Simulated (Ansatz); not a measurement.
## Cost against result

Saddle point of SnH₅ClO₂, closed shell (SnH₃Cl ([Cl][SnH3]) + H₂O₂ ([OH][OH]) → SnH₄O₂ ([OH][O][SnH3]) + HCl; bonds formed: Sn1–O7, Cl2–H6; bonds broken: Sn1–Cl2, H6–O7), PBE0-D4/def2-TZVP structure:

| atom | x (Å) | y (Å) | z (Å) |
| --- | --- | --- | --- |
| Sn1 | -0.5243 | 0.1714 | -1.0827 |
| Cl2 | 2.2885 | -0.7649 | -0.5216 |
| H3 | -0.4888 | -1.1721 | -2.1061 |
| H4 | -2.1205 | 0.5254 | -0.5754 |
| H5 | 0.3264 | 1.5771 | -1.4676 |
| H6 | 1.1500 | -0.6082 | 0.5739 |
| O7 | 0.0369 | -0.4787 | 0.8696 |
| O8 | -0.1234 | 0.6019 | 1.7843 |
| H9 | -0.5449 | 0.1483 | 2.5256 |

Barriers are electronic and count from the start structure reached by relaxing down the imaginary mode.

Program: Ansatz 0.2.0. Basis: as named in each row. Cores are frozen in the correlated methods. Filled d shells of the heavier atoms are correlated. Core potentials replace the inner electrons of the atoms past krypton. The def2 sets are not built for correlating such inner shells, so the correlated values are less sure here. B3LYP uses VWN-RPA correlation. Extrapolation: Hartree–Fock as exp(−7.88 √X), correlation as X^−2.97.

Times are rough, for one single point on 4 threads of a shared host (Arm Neoverse V2).

The estimate by CCSD(T) at an estimated basis limit (MP2 extrapolated from triple and quadruple zeta, plus CCSD(T) − MP2 in triple zeta) is 95.8 kJ/mol.

| method | basis | time (s) | barrier (kJ/mol) | method less estimate |
| --- | --- | --- | --- | --- |
| SPW92 | def2-SVP | under 1 | 49.0 | -46.9 |
| PBE-D4 | def2-SVP | under 1 | 68.8 | -27.1 |
| SPW92 | def2-TZVPP | 1 | 55.8 | -40.0 |
| PBE0-D4 | def2-SVP | 1 | 87.1 | -8.7 |
| PBE-D4 | def2-TZVPP | 2 | 75.3 | -20.6 |
| BLYP-D4 | def2-TZVPP | 2 | 79.4 | -16.5 |
| B3LYP-D4 | def2-TZVPP | 2 | 91.5 | -4.3 |
| BHLYP-D4 | def2-TZVPP | 2 | 107.5 | 11.6 |
| PBE0-D4 | def2-TZVPP | 3 | 90.8 | -5.0 |
| CAM-B3LYP-D4 | def2-TZVPP | 3 | 94.0 | -1.8 |
| r2SCAN-D4 | def2-TZVPP | 4 | 80.2 | -15.7 |
| r2SCAN0-D4 | def2-TZVPP | 4 | 92.8 | -3.1 |
| wB97M-V | def2-SVP | 4 | 93.7 | -2.1 |
| B2PLYP | def2-TZVPP | 5 | 94.5 | -1.4 |
| RPA on PBE | def2-TZVPP | 5 | 100.6 | 4.8 |
| CCSD(T) | def2-SVP | 6 | 105.9 | 10.0 |
| PBE-QIDH | def2-TZVPP | 6 | 97.6 | 1.7 |
| wB97X-V | def2-TZVPP | 7 | 98.1 | 2.3 |
| B97M-V | def2-TZVPP | 8 | 94.8 | -1.0 |
| wB97M-V | def2-TZVPP | 8 | 97.9 | 2.1 |
| MP2 | def2-QZVPP | 17 | 91.3 | -4.5 |
| CCSD(T) | def2-TZVPP | 160 | 100.3 | 4.5 |

All methods are single points on the PBE0-D4 structures.

The T1 diagnostic stays at or below 0.014.

Labels in which every atom is bracketed show which atoms are joined, not bond orders.
